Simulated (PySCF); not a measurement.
# Energy of Ni+ (nickel, charge +1) between two integer charges

The 3d beta orbital of [Ar] 3d9 is emptied in steps (occupation f), with all orbitals relaxed, ending at [Ar] 3d8. Computed with PySCF 2.14 in def2-TZVPPD (6s6p4d2f1g, 67 functions), with no relativity, point nucleus. The exact energy is a straight line in f; departures are measured from the line between the end points of the same method.

| f | PBE0 (eV) | r2SCAN (eV) | LC-wPBE (eV) |
| --- | --- | --- | --- |
| 1 | 0.000 | 0.000 | 0.000 |
| 0.9 | -0.384 | -0.568 | -0.162 |
| 0.7 | -0.913 | -1.342 | -0.394 |
| 0.5 | -1.103 | -1.611 | -0.486 |
| 0.3 | -0.939 | -1.361 | -0.421 |
| 0.1 | -0.407 | -0.586 | -0.186 |
| 0 | 0.000 | 0.000 | 0.000 |

Question: For PBE0, how does the orbital energy at f = 1 compare with the removal energy?

Answer: −ε = 14.097 eV against a total-energy difference of 18.326 eV. By Janak's theorem ε = ∂E/∂f, so the gap between them reflects the curvature. Along the path −ε is 14.874 (f = 0.9), 16.514 (f = 0.7), 18.247 (f = 0.5), 20.055 (f = 0.3), 21.924 (f = 0.1) eV.

```json
{"method": "PBE0", "E(f=0) − E(f=1) (eV)": "18.326", "−ε at f=1 (eV)": "14.097", "−ε at f=0.5 (eV)": "18.247"}
{"method": "r2SCAN", "E(f=0) − E(f=1) (eV)": "18.126", "−ε at f=1 (eV)": "11.887", "−ε at f=0.5 (eV)": "18.071"}
{"method": "LC-wPBE", "E(f=0) − E(f=1) (eV)": "18.741", "−ε at f=1 (eV)": "16.983", "−ε at f=0.5 (eV)": "18.659"}
```

Reference removal energy between the ground levels: 18.169 eV (measured; NIST Atomic Spectra Database, ionization energies). The calculation has no spin-orbit coupling. The determinant left behind need not be the lowest term of the ion.
